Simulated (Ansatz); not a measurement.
Ansatz results at the PBE0-D4/def2-TZVP geometry: size of the dipole moment (ωB97M-V/def2-TZVPP) 2.93 D; HOMO energy (ωB97M-V/def2-TZVPP) -10.62 eV; HOMO energy (PBE/def2-TZVPP) -7.01 eV.

Each molecule was computed in one conformer, which needn't be the lowest.

Q: Which molecule gave them?
A. `C/N=C(/O)C#N`
B. `N[SiH2][SiH](O)S`
C. `N=[CH][Al]([SH])[Cl]`
D. `[F][Al]1[CH]=[CH]1`

A: A. The others give `[F][Al]1[CH]=[CH]1`: 0.51, -9.05, -5.66; `N=[CH][Al]([SH])[Cl]`: 1.41, -9.51, -5.90; `N[SiH2][SiH](O)S`: 1.85, -9.48, -6.07.
